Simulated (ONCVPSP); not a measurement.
Cutoff test, boron (B), ONCV

* Element: B (Z = 5)
* Generator: ONCVPSP 4.0.1
* Type: optimised norm-conserving Vanderbilt (ONCV)
* Functional: PBE
* Relativity: scalar-relativistic
* Frozen core: [He]
* Valence charge: 3
* Reference configuration: 2s2 2p1
* Partial waves: 2s: rc 1.70 bohr, ncon 4, nbas 8, qcut 4.2 1/bohr, 2 projectors, debl 3.4 Ha; 2p: rc 4.00 bohr, ncon 4, nbas 8, qcut 2.7 1/bohr, 2 projectors, debl 0.5 Ha; d scattering state at 0.41 Ha: rc 3.00 bohr, ncon 4, nbas 7, qcut 3.4 1/bohr, 2 projectors, debl 1.4 Ha
* Local potential: polynomial inside 1.65 bohr (lpopt 5, dvloc0 0 Ha)
* Core correction: Teter function, fcfact 3.75, rcfact 1.75

**Question.** For each optimised wave give the share of its norm inside rc, the residual kinetic energy above qcut (Ha) and the cutoffs (Ha) for errors of 10, 1, 0.1 and 0.01 mHa per electron.

**Answer.**

| wave | norm inside rc | residual KE | 10 mHa | 1 mHa | 0.1 mHa | 0.01 mHa |
| --- | --- | --- | --- | --- | --- | --- |
| 2s | 0.449 | 6.2e-04 | 3.9 | 8.0 | 35.5 | 59.7 |
| s projector 2 | 0.135 | 1.7e-02 | 9.4 | 24.1 | 72.3 | 83.1 |
| 2p | 0.904 | 1.5e-04 | 2.3 | 3.1 | 4.5 | 12.1 |
| p projector 2 | 0.272 | 1.4e-03 | 2.8 | 4.1 | 13.3 | 16.8 |
| d projector 1 | 0.205 | 2.4e-05 | 1.7 | 3.4 | 4.9 | 8.6 |
| d projector 2 | 0.263 | 4.8e-03 | 4.9 | 8.0 | 21.6 | 25.6 |

The occupied waves need 8.0 Ha and 35 Ha for 1 and 0.1 mHa. The cutoffs count occupied waves only; projector 2 of the s channel, the hardest unoccupied one, needs 24 Ha at the loose tolerance. Its largest configuration-test error is +1064 meV.
